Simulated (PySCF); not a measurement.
## As+: excitation energy

As+ [Ar] 3d10 4s2 4p2 (3P) → As+ [Ar] 3d10 4s1 4p3 (5S), as a difference of total energies. Calculation: PySCF 2.14, in x2c-TZVPPall (6s5p4d1f, 48 functions); scalar relativity by spin-free X2C-1e. Correlated levels: valence: [Ar] 3d10 frozen. The calculations carry no spin-orbit coupling.

```
           method  excitation energy (eV)  error (eV)
              UHF                   4.951      -1.626
    MP2 (valence)                   5.877      -0.700
SCS-MP2 (valence)                   6.296      -0.281
   CCSD (valence)                   6.126      -0.451
CCSD(T) (valence)                   6.162      -0.415
```

Reference: 6.577 eV (measured; NIST levels, between the centres of gravity of the two terms).

Errors of the correlated levels include the incompleteness of this basis and the frozen core.
